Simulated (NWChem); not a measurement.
Species: C3H2BrCl; SMILES C=C=C(Cl)Br

```xyz
7

C     -2.1323     2.0033     0.0000
C     -1.0528     1.2666     0.0000
C      0.0230     0.5245     0.0000
Cl     1.6171     1.1867     0.0000
Br    -0.0797    -1.3606     0.0000
H     -2.6020     2.3245    -0.9370
H     -2.6020     2.3245     0.9370
```
Atoms are numbered in this order, from 1.

Level: PBE0/def2-SVP (NWChem), optimised geometry, unscaled harmonic frequencies. This build's default masses of Se (78.918 u) and Br (79.917 u) are each other's, which moves their modes by up to 0.6 %.

```
frequency (cm⁻¹)  IR intensity (km/mol)
----------------  ---------------------
138                                 0.5
226                                 3.9
228                                 0.4
441                                 7.8
465                                 0.0
536                                 9.0
593                                 0.0
861                               161.5
911                                48.9
990                                 0.0
1227                               34.0
1448                               22.6
2093                                6.1
3141                                0.7
3234                                0.5
```

```
Property                                                                            Value
-----------------------------------------------------------------------  ----------------
zero-point energy                                                           23.6 kcal/mol
thermal correction to the enthalpy at 298.15 K (with zero-point energy)     27.7 kcal/mol
heat capacity Cv                                                         18.1 cal/(mol K)
entropy at 298.15 K and 1 atm (symmetry number 1)                        79.0 cal/(mol K)
dipole moment                                                                      1.79 D
```

Rigid rotor and harmonic oscillator.
